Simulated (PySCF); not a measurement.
**Functional dependence of a UV spectrum**

Compound: CH6AsB.
SMILES: `CB[AsH2]`

Linear-response calculations in the def2-SVPD basis (PySCF; singlets by full response, triplets Tamm–Dancoff, core orbitals frozen in the response; HF means time-dependent Hartree–Fock). 'Strongest' is the level of largest summed f among the singlets computed (10 roots, of which the last may lack a degenerate partner); it can jump between rows when another state enters that window. S1 is the lowest singlet of each run and needn't be the same state throughout; f(S1) is that of one state. The structure is a single PBE0-D3(BJ)/def2-SVP conformer in the gas phase; no vibrational or solvent corrections. Relativistic effects, spin–orbit coupling among them, are left out although an element past zinc is present.

```csv
functional,kind,S1 (eV),f(S1),strongest (eV),T1 (eV),HOMO (eV),gap (eV),"ionisation energy, ΔSCF (eV)"
LDA,LDA,4.21,0.053,7.17,3.38,-6.21,3.66,9.39
PBE,GGA,4.27,0.056,7.15,3.31,-6.10,3.75,9.21
B3LYP,"global hybrid, 20% exact exchange",4.49,0.053,7.35,3.60,-6.95,5.34,9.36
PBE0,"global hybrid, 25% exact exchange",4.56,0.056,7.49,3.57,-7.14,5.73,9.30
BHandHLYP,"global hybrid, 50% exact exchange",4.82,0.050,7.57,3.90,-8.06,7.70,9.27
CAM-B3LYP,range-separated hybrid,4.66,0.048,7.46,3.79,-8.39,8.11,9.40
wB97X-D,range-separated hybrid,4.73,0.053,7.52,3.88,-8.92,9.38,9.36
LC-wPBE,range-separated hybrid,4.85,0.045,7.78,3.88,-9.68,10.53,9.38
HF,Hartree–Fock,5.30,0.048,7.84,4.17,-9.48,11.48,not settled
```

S1 runs from 4.21 eV (LDA) to 5.30 eV (HF), a spread of 1.09 eV, while the orbital gap spreads over 7.8 eV. Along PBE (0%), B3LYP (20%), PBE0 (25%), BHandHLYP (50%), HF (100%) S1 rises with the share of exact exchange. −ε(HOMO) comes closest to its own ΔSCF ionisation energy with LC-wPBE (+0.30 eV) and misses most with LDA (-3.18 eV). 'Not settled' means that the ion's SCF failed to converge or may have ended in another state than the lowest.
